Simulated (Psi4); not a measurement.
gallium atom (Ga), doublet; PBE/def2-SVP (Psi4).

Here is a job for Psi4.
```
memory 2 GB

molecule mol {
0 2
  Ga    0.000000    0.000000    0.000000
}

set basis def2-svp
set reference uks

energy('pbe')
print_variables()
```

Question: Predict the main parts of the log of this Psi4 run.

Answer: 
```
   => Loading Basis Set <=

    Name: DEF2-SVP
    Role: ORBITAL
    Keyword: BASIS

         ---------------------------------------------------------
                                   SCF
               by Justin Turney, Rob Parrish, Andy Simmonett
                          and Daniel G. A. Smith
                              UKS Reference
         ---------------------------------------------------------

  ==> Geometry <==

    Molecular point group: d2h
    Geometry (in Angstrom), charge = 0, multiplicity = 2:

       Center              X                  Y                   Z               Mass
    ------------   -----------------  -----------------  -----------------  -----------------
         GA           0.000000000000     0.000000000000     0.000000000000    68.925573500000

  Running in d2h symmetry.

  Rotational constants: A = ************  B = ************  C = ************ [cm^-1]
  Rotational constants: A = ************  B = ************  C = ************ [MHz]
  Nuclear repulsion =    0.000000000000000

  Charge       = 0
  Multiplicity = 2
  Electrons    = 31
  Nalpha       = 16
  Nbeta        = 15

  ==> Algorithm <==

  SCF Algorithm Type is DF.
  DIIS enabled.
  MOM disabled.
  Fractional occupation disabled.
  Guess Type is CORE.
  Energy threshold   = 1.00e-06
  Density threshold  = 1.00e-06
  Integral threshold = 1.00e-12

  ==> Primary Basis <==

  Basis Set: DEF2-SVP
    Blend: DEF2-SVP
    Number of shells: 12
    Number of basis functions: 32
    Number of Cartesian functions: 35
    Spherical Harmonics?: true
    Max angular momentum: 2

  ==> DFT Potential <==

   => LibXC <=

    Version 7.1.2
    S. Lehtola, C. Steigemann, M. J. T. Oliveira, and M. A. L. Marques,  SoftwareX 7, 1–5 (2018) (10.1016/j.softx.2017.11.002)

   => Composite Functional: PBE <=

    PBE GGA Exchange-Correlation Functional

    J.P. Perdew et. al., Phys. Rev. Lett., 77(18), 3865-3868, 1996

    Deriv               =              1
    GGA                 =           TRUE
    Meta                =          FALSE

    Exchange Hybrid     =          FALSE
    MP2 Hybrid          =          FALSE

   => Exchange Functionals <=

    1.0000     XC_GGA_X_PBE

   => Correlation Functionals <=

    1.0000     XC_GGA_C_PBE

   => LibXC Density Thresholds  <==

    XC_GGA_C_PBE:  1.00E-12
    XC_GGA_X_PBE:  1.00E-15

   => Molecular Quadrature <=

    Radial Scheme          =       TREUTLER
    Pruning Scheme         =           NONE
    Nuclear Scheme         =       TREUTLER

    Blocking Scheme        =         OCTREE
    BS radius alpha        =              1
    Pruning alpha          =              1
    Radial Points          =             75
    Spherical Points       =            302
    Total Points           =          20808
    Total Blocks           =            227
    Max Points             =            255
    Max Functions          =             32
    Weights Tolerance      =       1.00E-15

   => Loading Basis Set <=

    Name: (DEF2-SVP AUX)
    Role: JKFIT
    Keyword: DF_BASIS_SCF

  ==> Integral Setup <==

  SCF_SUBTYPE=INCORE selected. In-core MEM_DF algorithm will be used.
  Using in-core AOs.

  ==> MemDFJK: Density-Fitted J/K Matrices <==

    J tasked:                   Yes
    K tasked:                    No
    wK tasked:                   No
    Algorithm:                 Core
    Schwarz Cutoff:           1E-12
    Mask sparsity (%):       0.0000
    Fitting Condition:        1E-10

   => Auxiliary Basis Set <=

  Basis Set: (DEF2-SVP AUX)
    Blend: DEF2-UNIVERSAL-JKFIT
    Number of shells: 60
    Number of basis functions: 266
    Number of Cartesian functions: 371
    Spherical Harmonics?: true
    Max angular momentum: 5

  Minimum eigenvalue in the overlap matrix is 1.3785543751E-01.
  Reciprocal condition number of the overlap matrix is 6.5240681666E-02.
    Using symmetric orthogonalization.

  ==> Pre-Iterations <==

  SCF Guess: Core (One-Electron) Hamiltonian.

[...]

   @DF-UKS iter   1: -1910.14093127389401   -1.91014e+03   2.78881e-01 ADIIS
    Occupation by irrep:
             Ag   B1g   B2g   B3g    Au   B1u   B2u   B3u
    DOCC [     6,    1,    1,    1,    0,    2,    2,    2 ]
    SOCC [     0,    0,    0,    0,    0,    1,    0,    0 ]
    NA   [     6,    1,    1,    1,    0,    3,    2,    2 ]
    NB   [     6,    1,    1,    1,    0,    2,    2,    2 ]

   @DF-UKS iter   2: -1870.27517167790052    3.98658e+01   7.70247e-01 ADIIS
   @DF-UKS iter   3: -1924.09077142703359   -5.38156e+01   5.92311e-02 DIIS/ADIIS
   @DF-UKS iter   4: -1924.22937951943550   -1.38608e-01   3.14406e-02 DIIS/ADIIS
   @DF-UKS iter   5: -1924.26057815003787   -3.11986e-02   1.36070e-02 DIIS/ADIIS
   @DF-UKS iter   6: -1924.26777074472670   -7.19259e-03   1.84414e-03 DIIS/ADIIS
   @DF-UKS iter   7: -1924.26791667705743   -1.45932e-04   7.99663e-05 DIIS
   @DF-UKS iter   8: -1924.26791697256976   -2.95512e-07   1.24646e-06 DIIS
   @DF-UKS iter   9: -1924.26791697265685   -8.70841e-11   1.06338e-07 DIIS
  Energy and wave function converged.

  ==> Post-Iterations <==

   Electrons on quadrature grid:
      Nalpha   =   15.9999992682 ; deviation = -7.318e-07
      Nbeta    =   14.9999992682 ; deviation = -7.318e-07
      Ntotal   =   30.9999985363 ; deviation = -1.464e-06

   @Spin Contamination Metric:   2.012060097E-03
   @S^2 Expected:                7.500000000E-01
   @S^2 Observed:                7.520120601E-01
   @S   Expected:                5.000000000E-01
   @S   Observed:                5.000000000E-01

    Orbital Energies [Eh]
    ---------------------

    Alpha Occupied:

[...]
       3B1u   -0.105694

    Alpha Virtual:

[...]
      11Ag     1.949951

    Beta Occupied:

[...]
    Beta Virtual:

[...]
    Final Occupation by Irrep:
             Ag   B1g   B2g   B3g    Au   B1u   B2u   B3u
    DOCC [     6,    1,    1,    1,    0,    2,    2,    2 ]
    SOCC [     0,    0,    0,    0,    0,    1,    0,    0 ]
    NA   [     6,    1,    1,    1,    0,    3,    2,    2 ]
    NB   [     6,    1,    1,    1,    0,    2,    2,    2 ]

  @DF-UKS Final Energy: -1924.26791697265685

   => Energetics <=

    Nuclear Repulsion Energy =              0.0000000000000000
    One-Electron Energy =               -2682.6382912644603493
    Two-Electron Energy =                 833.0414001718806958
    DFT Exchange-Correlation Energy =     -74.6710258800772237
    Empirical Dispersion Energy =           0.0000000000000000
    VV10 Nonlocal Energy =                  0.0000000000000000
    Total Energy =                      -1924.2679169726568489

  UHF NO Occupations:
  HONO-2 :    1B3g 1.9999808
  HONO-1 :    6 Ag 1.9990384
  HONO-0 :    3B1u 1.0000000
  LUNO+0 :    7 Ag 0.0009616
  LUNO+1 :    2B3g 0.0000192
  LUNO+2 :    2B2g 0.0000192
  LUNO+3 :    8 Ag 0.0000056

Computation Completed

Properties will be evaluated at   0.000000,   0.000000,   0.000000 [a0]

Properties computed using the SCF density matrix

 Multipole Moments:

 ------------------------------------------------------------------------------------
     Multipole            Electronic (a.u.)      Nuclear  (a.u.)        Total (a.u.)
 ------------------------------------------------------------------------------------

 L = 1.  Multiply by 2.5417464519 to convert [e a0] to [Debye]
 Dipole X            :          0.0000000            0.0000000            0.0000000
 Dipole Y            :          0.0000000            0.0000000            0.0000000
 Dipole Z            :          0.0000000            0.0000000            0.0000000
 Magnitude           :                                                    0.0000000

 ------------------------------------------------------------------------------------

  Variable Map:
  ----------------------------------------------------------------------------
[...]
  Array Variable Map:
  ----------------------------------------------------------------------------
[...]
[...]
```
